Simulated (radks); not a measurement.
Task: Radial electron density D(r) = 4 pi r^2 rho(r) of an atom or ion with 13 electrons. All-electron calculation, Dirac Kohn-Sham, PBE, spin-unpolarised, spherical densities, point nucleus. Program: a radial shooting solver on a logarithmic mesh with Libxc functionals.

r (bohr),D(r) (e/bohr)
0.006744,2.111
0.008505,3.127
0.01073,4.550
0.01353,6.477
0.01706,8.970
0.02151,12.00
0.02713,15.38
0.03449,18.77
0.04349,21.28
0.05485,22.27
0.06917,21.33
0.08724,18.85
0.11,16.26
0.1387,15.48
0.1764,17.57
0.2224,20.99
0.2805,22.50
0.3538,19.63
0.4461,13.24
0.5626,7.097
0.7096,4.113
0.902,3.669
1.138,3.221
1.435,1.872
1.809,0.6394
2.282,0.1175
2.877,0.01011
3.629,0.0003466

What is the nuclear charge?

Result: Z = 19. The innermost maximum, from 1s, lies near gamma/Z bohr with gamma = sqrt(1 - (Z/c)^2) = 0.990, here 0.0521 bohr (found: 0.0553), and its height grows with Z. The density is that of the potassium ion K6+ in [Ne] 3s2 3p1; the configuration itself is not fixed sharply by these data, and Z only to about a unit. D(r) has 2 maxima, at r = 0.0553, 0.274 bohr, and minima at 0.132 bohr, inside which lie 2.17 electrons.
